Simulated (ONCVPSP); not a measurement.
# Before and after: ONCV potential for Ni

- Element: Ni (Z = 28)
- Generator: ONCVPSP 4.0.1
- Type: optimised norm-conserving Vanderbilt (ONCV)
- Functional: PBE
- Relativity: scalar-relativistic
- Frozen core: [Ne]
- Valence charge: 18
- Reference configuration: 3s2 3p6 3d8 4s2
- Partial waves: 3s+4s: rc 1.05 bohr, ncon 3, nbas 8, qcut 9.6 1/bohr, 2 projectors; 3p: rc 0.70 bohr, ncon 5, nbas 8, qcut 12.4 1/bohr, 2 projectors, debl 1.6 Ha; 3d: rc 1.65 bohr, ncon 3, nbas 7, qcut 7.7 1/bohr, 2 projectors, debl 4 Ha
- Local potential: polynomial inside 0.65 bohr (lpopt 1, dvloc0 3 Ha)
- Core correction: Teter function, fcfact 4.75, rcfact 1.25

In the p channel the program set the typed energies aside and used -2.623, 0.250 Ha.

All-electron outer shells of the reference configuration (PBE, scalar-relativistic, ld1.x):

```
shell  level (eV)  outermost node (bohr)  outermost maximum (bohr)
   2p     -844.68                      –                      0.16
   3s     -111.06                   0.30                      0.64
   3p      -71.39                   0.27                      0.65
   3d       -8.87                      –                      0.63
   4s       -5.64                   0.92                      2.24
```

Change: d: qcut 11.6.

Cutoffs: the cutoffs (Ha) at which the residual kinetic energy of the hardest occupied pseudo-wave falls to 1 and 0.1 mHa per electron; they do not see the model core or the augmentation charge, which bear on the density cutoff. Errors are all-electron minus pseudo energies relative to the spin-unpolarised reference configuration.

**Question.** Predict the effect on cutoff, ghosts and configuration errors.

**Answer.** The potential gets neither clearly harder nor softer (82 Ha and 244 Ha → 82 Ha and 244 Ha); the p channel sets the loose cutoff, while the largest relative change is in d, which becomes harder; of the 4 tests that both files solve, the error grows in 1 and shrinks in 3 by more than 15 % and 0.3 meV (median size 38.5 → 16.0 meV); neither file shows a bound ghost.

| quantity | base | changed |
| --- | --- | --- |
| cutoff, loose | 82 Ha | 82 Ha |
| cutoff, tight | 244 Ha | 244 Ha |
| loose cutoff by channel | s 37 Ha, p 82 Ha, d 28 Ha | s 37 Ha, p 82 Ha, d 45 Ha |
| bound ghosts | none | none |
| GHOST(+) flags under 300 eV | none | none |
| error for 3s2 3p6 3d8 4s1, meV [ΔE 9.32 eV] | +1.6 | +1.1 |
| error for 3s2 3p6 3d8 4s0, meV [ΔE 26.67 eV] | +3.0 | +6.5 |
| error for 3s2 3p6 3d7 4s0, meV [ΔE 64.14 eV] | +74 | +26 |
| error for 3s1 3p6 3d8 4s2, meV [ΔE 119.40 eV] | -789 | -424 |
| s: phases at 1.06 bohr within 0.05 rad from the reference energy up to (Ha; the scan ends near 5) | to the end of the scan | to the end of the scan |
| p: phases at 0.71 bohr within 0.05 rad from the reference energy up to (Ha; the scan ends near 5) | to the end of the scan | to the end of the scan |
| d: phases at 1.68 bohr within 0.05 rad from the reference energy up to (Ha; the scan ends near 5) | to the end of the scan | to the end of the scan |
| rms error of d²Exc/dni dnj with the model core, mHa | 2.37 | 0.78 |
